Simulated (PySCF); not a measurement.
How methods differ on the ionisation energy of Er⁶⁰⁺

Er⁶⁰⁺ [He] 2s2 2p4 (3P) → Er⁶¹⁺ [He] 2s2 2p3 (4S), as a difference of total energies. Calculation: PySCF 2.14, in an even-tempered Gaussian basis (19 s from 35 bohr⁻², ratio 2.2; 13 p from 46 bohr⁻², ratio 2.2; 6 d from 180 bohr⁻², ratio 2.4; 5 f from 280 bohr⁻², ratio 2.4; 4 g from 410 bohr⁻², ratio 2.4); scalar relativity by spin-free X2C-1e. Correlated levels: nothing frozen; virtual orbitals above 40 to 60 times the deepest correlated orbital energy dropped. The calculations carry no spin-orbit coupling.

```tsv
method	ionisation energy (eV)
UHF	13821.1
LDA	13813.7
PBE	13824.2
PBE0	13823.9
r2SCAN	13826.8
MN15	13819.3
TPSSh	13827.5
MP2 (all electrons)	13822.9
SCS-MP2 (all electrons)	13823.0
```

Spin-orbit coupling is strong in these open shells (close to jj coupling). The scalar numbers leave it out and a first-order estimate fails, so it can dominate the gap to the real levels.

For this ion Breit and QED terms and the two-electron picture change, all absent here, outweigh the differences among the correlated methods.

For comparison: 13548 ± 10 eV (theoretical estimate listed by NIST; NIST Atomic Spectra Database, ionization energies).
